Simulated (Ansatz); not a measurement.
Ideal-gas functions of `COBO` at 500 K and 1 bar, from an Ansatz frequency run at PBE0-D4/def2-TZVP.

Molar mass 59.86 g/mol, point group Cs (symmetry number 1), electronic degeneracy 1, moments of inertia 11.712, 120.106, 128.643 u Å². Harmonic wavenumbers (cm⁻¹, unscaled): 111, 177, 287, 496, 618, 919, 936, 1058, 1153, 1180, 1190, 1288, 1427, 1491, 1498, 1513, 2619, 3039, 3117, 3121, 3857.

Use S(trans) = R[1.5 ln M + 2.5 ln T − 1.1517]; rotational temperatures θ = 24.2544 K / I; S(rot) = R[ln(√π/σ · √(T³/θAθBθC)) + 1.5]; for each mode x = 1.438777 ν̃/T, S = R[x/(eˣ − 1) − ln(1 − e⁻ˣ)] and H = RT x/(eˣ − 1); 1 cm⁻¹ = 0.0119627 kJ/mol; R = 8.31446 J/(mol·K).

Question: By hand: the entropy, in J/(mol·K).

Answer: Translation 170.6. Rotation: θ = 2.0709, 0.2019, 0.1885 K, giving 105.3. Vibration, mode by mode: 17.84, 14.01, 10.14, 6.03, 4.54, 2.29, 2.21, 1.67, 1.34, 1.26, 1.23, 0.98, 0.71, 0.61, 0.60, 0.58, 0.04, 0.01, 0.01, 0.01, 0.00, in all 66.1. Electronic 0.0. Sum 342.0 J/(mol·K).

Question: By hand: H − E and G − E in kJ/mol, counted from the electronic energy.

Answer: Zero-point energy ½ × 31095 × 0.0119627 = 186.0; thermal vibration 18.0; translation, rotation and pV give 4 RT = 16.6. H − E = 220.6 kJ/mol, and G − E = 220.6 − 500 × 342.0/1000 = 49.6 kJ/mol.

Vibration gives 19 % of the entropy, 17.8 J/(mol·K) of it from the mode under 150 cm⁻¹: soft modes count most, and the harmonic formula is weakest for them. The sum counts one conformer and one mirror image; others add a mixing term.
